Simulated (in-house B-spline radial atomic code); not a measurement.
RPA and G0W0 for the cobalt ion Co⁴⁺, [Ar] 3d5, highest spin, as one setting changes: the share of exact exchange in the PBE hybrid start. A dash marks a level of low quasi-particle weight. Computed with a B-spline radial code for spherical atoms: all electrons, scalar-relativistic (spin-free one-electron X2C), finite nucleus, each spin shell either full or empty, empty states to l = 9 with an (l + 1/2)⁻⁴ tail; G0W0 by contour deformation at full frequency.

```csv
share of exact exchange in the PBE hybrid start,mean-field level (eV),G0W0 level (eV),RPA correlation (Eh)
0,-68.29,3d up -79.55,-1.588
0.1,-69.64,3d up -79.65,-1.5708
0.2,-71.01,3d up -79.73,-1.5542
0.3,?,?,?
0.4,-73.75,3d up -79.86,-1.5227
0.5,-75.13,3d up -79.91,-1.5077
0.6,?,?,?
0.7,-77.90,3d up -79.97,-1.4791
0.8,-79.29,3d up -80.00,-1.4654
0.9,-80.69,3d up -80.02,-1.4521
1,-82.09,3d up -80.03,-1.4392
```

What belongs in the row for 0.3?

mean-field level (eV): -72.37; G0W0 level (eV): 3d up -79.80; RPA correlation (Eh): -1.5381.

What belongs in the row for 0.6?

mean-field level (eV): -76.51; G0W0 level (eV): 3d up -79.94; RPA correlation (Eh): -1.4932.

At what share of exact exchange does G0W0 leave the highest level unchanged?

Near 0.85, where the shift changes sign (-0.705 eV at 0.8, +0.676 eV at 0.9).
